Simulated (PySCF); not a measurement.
C₃H₃, SMILES [CH][C][CH2+] (connectivity only; charge and spin as stated), charge +1, multiplicity 1. Atoms are numbered in the order given.

```xyz
6

C      0.0000     0.0000    -1.2363
C      0.0000     0.0000     0.1048
C      0.0000     0.0000     1.3286
H      0.0000     0.9363    -1.7925
H      0.0000    -0.9363    -1.7925
H      0.0000     0.0000     2.4025
```
Charge +1, spin multiplicity 1.

Coordinates come from a B3LYP-D3(BJ)/def2-TZVP optimisation.

Calculation: PySCF with PBE0/pcSseg-2.

GIAO shieldings, no solvent; atoms alike by connectivity are averaged. δ = σ(ref) − σ: ¹³C against TMS (σ = 186.1 ppm); ¹H against TMS (σ = 31.54 ppm), references at their B3LYP-D3(BJ)/def2-TZVP geometries, non-relativistic.

| atoms | nucleus | count | δ (ppm) |
|---|---|---|---|
| C3 | ¹³C | 1 | 383.3 |
| C1 | ¹³C | 1 | ? |
| C2 | ¹³C | 1 | ? |
| H6 | ¹H | 1 | 19.77 |
| H4, H5 | ¹H | 2 | 11.03 |

Task: What belongs in the gaps? (An estimate is asked for; the answer gives what the named calculation found.)

Result: 
- C1, δ (ppm): 284.6
- C2, δ (ppm): 138.5
